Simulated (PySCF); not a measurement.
Two species compared at the same levels of theory.

First species: C8H10Si.
Structure used (GFN2-xTB), in Å, numbered top down from 1:
```
atom  x, y, z in Å
C1     3.0417    0.0920    0.0918
C2     2.5349    0.9024   -0.9102
C3     1.1690    0.9883   -1.1060
C4     0.2819    0.2700   -0.3093
Si5   -1.5639    0.4017   -0.5924
C6    -2.7373    0.1366    0.8601
C7    -2.6738   -1.0461   -0.1139
C8     0.8086   -0.5411    0.6935
C9     2.1733   -0.6306    0.8936
H10    4.1085    0.0258    0.2485
H11    3.2067    1.4675   -1.5407
H12    0.7819    1.6228   -1.8911
H13   -1.9879    1.2707   -1.6805
H14   -2.3515   -0.0424    1.8538
H15   -3.6792    0.6642    0.8928
H16   -3.5779   -1.2388   -0.6726
H17   -2.2477   -1.9607    0.2736
H18    0.1395   -1.1080    1.3248
H19    2.5634   -1.2652    1.6766
```

Second species: C₆H₈FOPS.
Numbering: `[CH3:1][O:2][C:3]1=[CH:4][C:5]([CH3:6])=[C:7]([F:8])[P@@H:9]1=[S:10]` (hydrogens: H11, H12, H13 on C1; H14 on C4; H15, H16, H17 on C6; H18 on P9)

Levels: PBE0/pcSseg-1 for dipole moment, HOMO energy, LUMO energy and HOMO–LUMO gap; GFN2-xTB for rotational constant A and rotational constant C. Geometries: GFN2-xTB. Each species is one conformer at its optimised geometry, gas phase, non-relativistic unless stated; the electronic structure was computed with PySCF and density fitting.

The conformers computed, where there is a choice (atom-mapped SMILES and torsion angles):
- `[cH:1]1[cH:2][cH:3][c:4]([SiH:5]2[CH2:6][CH2:7]2)[cH:8][cH:9]1`: C3–C4–Si5–C6 -152°
- `[CH3:1][O:2][C:3]1=[CH:4][C:5]([CH3:6])=[C:7]([F:8])[P@@H:9]1=[S:10]`: C1–O2–C3–C4 174°

**Question.** Which has the higher rotational constant A?

**Answer.** The first: 3.727 GHz against 1.338 GHz, a difference of 2.389 GHz.

**Question.** Which of the two has the higher dipole moment, and by how much?

**Answer.** The second: 3.75 D against 0.76 D, a difference of 2.99 D.

**Question.** Which of the two has the higher HOMO–LUMO gap, and by how much?

**Answer.** The first: 5.66 eV against 4.47 eV, a difference of 1.19 eV.

**Question.** Which of the two has the higher HOMO energy, and by how much?

**Answer.** The second: -6.30 eV against -6.43 eV, a difference of 0.13 eV.

**Question.** Which of the two has the higher LUMO energy, and by how much?

**Answer.** The first: -0.77 eV against -1.83 eV, a difference of 1.06 eV.

**Question.** Which of the two has the higher rotational constant C, and by how much?

**Answer.** The first: 0.713 GHz against 0.555 GHz, a difference of 0.158 GHz.

On the first: The dipole equals about 2.5 × 10⁻³⁰ C·m (1 D = 3.33564 × 10⁻³⁰ C·m).

On the second: The dipole equals about 12.5 × 10⁻³⁰ C·m (1 D = 3.33564 × 10⁻³⁰ C·m). A dipole of 3.75 D is allowed in C1, and pure rotational transitions are dipole-allowed.
